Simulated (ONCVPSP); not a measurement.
**Pseudopotential generation for H: ONCV, PBE, fully relativistic.**

```json
{"Element": "H", "Generator": "ONCVPSP 4.0.1", "Type": "optimised norm-conserving Vanderbilt (ONCV)", "Functional": "PBE", "Relativity": "fully relativistic", "Frozen core": "none", "Valence charge": "1", "Reference configuration": "1s0.5 (charge +0.5)", "Partial waves": "1s: rc 0.80 bohr, ncon 5, nbas 9, qcut 8.8 1/bohr, 3 projectors, debl 1.1 Ha; p scattering state at 0.27 Ha: rc 0.65 bohr, ncon 3, nbas 6, qcut 14 1/bohr, 2 projectors, debl 2.9 Ha", "Local potential": "polynomial inside 0.45 bohr (lpopt 5, dvloc0 4 Ha)", "Core correction": "none"}
```

Open shells are filled in proportion to 2j + 1.

All-electron outer shells of the reference configuration (PBE, scalar-relativistic, ld1.x):

```json
{"shell": "1s", "level (eV)": "-12.68", "outermost node (bohr)": "–", "outermost maximum (bohr)": "0.94"}
```

**Question.** Estimate the cutoffs (Ha) at which the residual kinetic energy of the hardest occupied pseudo-wave falls to 1 and 0.1 mHa per electron.

**Answer.** 27 Ha and 44 Ha.

**Question.** Does the potential have ghost states?

**Answer.** Ghosts flagged at negative energy: s at -32.7 eV; no localised positive-energy state flagged. A true bound ghost makes a file unfit for plane-wave use.
